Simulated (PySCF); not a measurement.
C11H14FN.
Structure used (PBE0-D3(BJ)/def2-SVP), in Å, numbered top down from 1:
```xyz
27
C11H14FN angstrom
N     -2.4989   -0.1394   -2.4850
C     -1.6895    0.0366   -1.6749
C     -0.6737    0.2684   -0.6496
C     -1.0199    1.5608    0.1203
C     -1.8654    1.0663    1.2916
C     -1.1431   -0.2047    1.7418
C     -0.7180   -0.8763    0.4344
C      0.6652   -1.5246    0.2720
F      0.7064   -2.7805    0.8104
C      1.7890   -0.6254    0.7853
C      1.8436    0.4848   -0.2881
C      0.7415    0.0830   -1.2810
C      0.8621   -1.4450   -1.2466
H     -1.5264    2.3038   -0.5114
H     -0.0971    2.0249    0.4988
H     -1.9723    1.8152    2.0909
H     -2.8807    0.8194    0.9380
H     -0.2659    0.0676    2.3497
H     -1.7682   -0.8613    2.3629
H     -1.4540   -1.6423    0.1485
H      2.7156   -1.2164    0.8204
H      1.6074   -0.2496    1.8015
H      1.7169    1.4958    0.1218
H      2.8108    0.4827   -0.8117
H      0.8337    0.5602   -2.2655
H      1.8471   -1.8159   -1.5669
H      0.0749   -1.9692   -1.8085
```

NICS = −σ at a ghost point: NICS(0) at the centroid of the ring atoms, NICS(1) 1 Å to either side along the normal of their mean plane, zz for the tensor component along that normal. Level: GIAO PBE0/pcSseg-1 (PySCF, non-relativistic, gas phase) on the PBE0-D3(BJ)/def2-SVP geometry, one conformer.

Ring bond lengths (Å), with Mayer bond orders in brackets: C3–C4 1.544 (1.00), C4–C5 1.527 (1.02), C5–C6 1.530 (1.04), C6–C7 1.530 (1.01), C7–C3 1.577 (0.90); C3–C7 1.577 (0.90), C7–C8 1.536 (0.97), C8–C13 1.533 (0.97), C13–C12 1.533 (0.95), C12–C3 1.561 (0.94); C8–C10 1.528 (1.00), C10–C11 1.545 (1.00), C11–C12 1.537 (1.02), C12–C13 1.533 (0.95), C13–C8 1.533 (0.97).

Task: What do the NICS probes read (ppm)?

Result: 
```tsv
ring	type	NICS(0)	NICS(1), two faces	NICS(1)zz, two faces	rms pucker (Å)	centre to ring atoms, mean (Å)
C3–C4–C5–C6–C7	5-membered carbocycle; formal bonds all single	-6.1	-3.9 / -4.9	-3.4 / -3.2	0.18	1.29
C3–C7–C8–C13–C12	5-membered carbocycle; formal bonds all single	-8.2	-8.6 / -3.9	-6.2 / -0.6	0.28	1.27
C8–C10–C11–C12–C13	5-membered carbocycle; formal bonds all single	-8.3	-3.3 / -8.8	-3.0 / -11.4	0.27	1.26
```

Task: What do they say, and how far can they be read as aromaticity?

Result: 
- C3–C4–C5–C6–C7: mean NICS(1)zz -3.3 ppm, shielded. C3, C4, C5, C6, C7 have four or more neighbours, so the value isn't read as a sign of a π ring current.
- C3–C7–C8–C13–C12: mean NICS(1)zz -3.4 ppm, shielded. C3, C7, C8, C12, C13 have four or more neighbours; no verdict on aromaticity is drawn. The two faces differ by 5.6 ppm, so no symmetry operation interchanges them.
- C8–C10–C11–C12–C13: mean NICS(1)zz -7.2 ppm, shielded. C8, C10, C11, C12, C13 have four or more neighbours, and the NICS criterion for π rings isn't applied. The two faces differ by 8.4 ppm, so no symmetry operation interchanges them.

Task: What are the shieldings of the ring atoms and their hydrogens in the same run (means over atoms taken as equivalent)?

Result: 
```csv
atoms,environment,σ isotropic (ppm),"principal values of the symmetric part, first atom (ppm)"
C3,sp3 carbon at a ring junction,135.4,"110.7, 140.8, 154.8"
C4,ring CH2 carbon,149.4,"128.0, 155.6, 164.6"
C5,ring CH2 carbon,151.6,"117.3, 167.6, 169.8"
C6,ring CH2 carbon,157.9,"138.1, 165.5, 170.2"
C7,sp3 carbon at a ring junction,127.1,"97.9, 135.8, 147.4"
C8,sp3 C–F carbon,82.7,"48.5, 61.6, 138.2"
C10,ring CH2 carbon,158.6,"139.9, 160.8, 175.2"
C11,ring CH2 carbon,159.9,"144.9, 160.1, 174.7"
C12,sp3 carbon at a ring junction,142.2,"136.2, 141.6, 148.7"
C13,ring CH2 carbon,135.9,"117.0, 141.9, 148.9"
H14,methylene hydrogen,29.61,"25.1, 27.0, 36.7"
H15,methylene hydrogen,29.77,"24.7, 30.2, 34.4"
H16,methylene hydrogen,29.42,"24.2, 26.1, 37.9"
H17,methylene hydrogen,29.21,"25.3, 26.6, 35.7"
```

The list is cut; further classes of hydrogen are left out.

Task: How do the values depend on the level or the medium?

Result: 
| level | NICS(0), C3–C4–C5–C6–C7 | mean NICS(1)zz, C3–C4–C5–C6–C7 | NICS(0), C3–C7–C8–C13–C12 | mean NICS(1)zz, C3–C7–C8–C13–C12 | NICS(0), C8–C10–C11–C12–C13 | mean NICS(1)zz, C8–C10–C11–C12–C13 |
| --- | --- | --- | --- | --- | --- | --- |
| PBE0/pcSseg-1, gas | -6.1 | -3.3 | -8.2 | -3.4 | -8.3 | -7.2 |
| wB97X-D/pcSseg-1, gas | -6.0 | -3.2 | -8.2 | -3.4 | -8.3 | -7.2 |

The geometry is the same throughout.
